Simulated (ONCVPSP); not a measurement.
# Transferability test, ONCV potential for erbium

| Item | Value |
| --- | --- |
| Element | Er (Z = 68) |
| Generator | ONCVPSP 4.0.1 |
| Type | optimised norm-conserving Vanderbilt (ONCV) |
| Functional | LDA (Perdew-Wang 92) |
| Relativity | scalar-relativistic |
| Frozen core | [Xe] 4f11 |
| Valence charge | 3 |
| Reference configuration | 5d1 6s1 (charge +1) |
| Partial waves | 6s: rc 2.85 bohr, ncon 5, nbas 9, qcut 2 1/bohr, local; p scattering state at 0.41 Ha: rc 2.85 bohr, ncon 4, nbas 7, qcut 2.8 1/bohr, 2 projectors, debl 3.6 Ha; 5d: rc 3.55 bohr, ncon 4, nbas 9, qcut 3.8 1/bohr, 3 projectors, debl 4 Ha |
| Local potential | the s channel |
| Core correction | Teter function, fcfact 2.75, rcfact 1 |

In the p channel the program set the typed energies aside and used 0.050, 3.650 Ha.

Energies are relative to the spin-unpolarised reference configuration 5d1 6s1; without spin polarisation the order of configurations can differ from experiment.

```csv
valence configuration,charge,ΔE all-electron (eV),error AE − PS (meV)
5d1 6s2,0,-7.252,+4.3
5d1.5 6s1.5,0,-6.060,-15
```

Q: What are ΔE and the potential's error for 5d1 6s0?

A: ΔE = 13.044 eV all-electron; the error (AE − PS) is +17 meV.

Q: What are ΔE and the potential's error for 5d1 6s1.5?

A: ΔE = -4.317 eV all-electron; the error (AE − PS) is +2.2 meV.

Levels in the configuration 5d1.5 6s1.5:

```csv
level,all-electron (eV),pseudo (eV)
5d,-1.907,-1.852
6s,-4.371,-4.341
```
